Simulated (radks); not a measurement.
Results of a calculation; reference values are marked as such.
Problem. Ru, 44 electrons, occupied as [Kr] 4d6 5p2 (not the ground configuration). Code: a radial shooting solver on a logarithmic mesh with Libxc functionals. Model: scalar-relativistic Kohn-Sham, PBEsol, spin-polarised, spherical densities, finite nucleus; open shells are filled with parallel spins first (spin-orbit coupling, left out, can overturn this in heavy ions); Fermi nuclear charge, rms radius 4.4809 fm. Some entries of the table are withheld. Estimate them.

orbital,occ.,eigenvalue (hartree),r(max) (bohr),<1/r> (bohr^-1)
1s up,1,-805.8879,0.02173,45.85
1s down,1,-805.8872,0.02173,45.85
2s up,1,-116.0735,0.1230,10.36
2s down,1,-116.0526,0.1230,10.36
2p up,3,-104.0008,0.09826,10.05
2p down,3,-103.9845,0.09825,10.05
3s up,1,-20.61150,0.3618,3.592
3s down,1,-20.59891,0.3619,3.592
3p up,3,-16.64612,0.3550,3.421
3p down,3,-16.63197,0.3551,3.421
3d up,5,-10.26194,0.3009,3.194
3d down,5,-10.24139,0.3010,3.194
4s up,1,-3.05837,0.9144,1.347
4s down,1,-2.96014,0.9115,1.354
4p up,3,-1.95575,0.9822,1.202
4p down,3,-1.85115,0.9784,1.209
4d up,5,-0.41322,(1),0.8584
4d down,1,-0.30214,(2),0.8558
5p up,2,-0.11466,3.290,0.3171

Solution. 
(1) 4d up r(max) (bohr): 1.198
(2) 4d down r(max) (bohr): 1.191
